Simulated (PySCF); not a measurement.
BiF₂Cl, SMILES [F][Bi]([F])[Cl]. Geometry: PBE0-D3(BJ)/def2-SVP. The def2 effective core potentials stand for the cores of Bi; spin–orbit coupling is left out.

Computed equilibrium geometry at PBE0-D3(BJ)/def2-SVP (PySCF confirms it by a frequency run) as a Z-matrix, and its point group:
point group Cs.
```
Bi
F 1 2.0209
F 1 2.0209 2 95.29
Cl 1 2.4483 2 97.70 3 -98.53
```
Charge 0, spin multiplicity 1.
